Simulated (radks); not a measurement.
Coherent X-ray form factor from a spherical all-electron density. All-electron calculation, Dirac Kohn-Sham, LDA (Slater exchange, VWN5 correlation), spin-unpolarised, spherical densities, finite nucleus; Fermi nuclear charge, rms radius of each element as measured or else 0.836 A^(1/3) + 0.57 fm. Program: a radial shooting solver on a logarithmic mesh with Libxc functionals.

sin(theta)/lambda (1/angstrom),f0 (electrons)
0.05,10.969
0.1,10.879
0.15,10.732
0.2,10.535
0.25,10.297
0.3,10.024
0.4,9.413
0.5,8.761
0.6,8.108
0.8,6.869
1,5.743
1.25,4.509
1.5,3.506
2,2.221

The species is in the configuration that NIST lists as its ground one. Which atom or ion scatters so?

Answer. The titanium ion Ti11+, [Ne] 3s1. Extrapolating in s^2 from the first two rows gives f0(0) = 11.0, near the electron count 11; among species with that count, the fall with angle is slower the higher Z, and the table is that of Z = 22; from so few rows the species is fixed only to a neighbour or two.
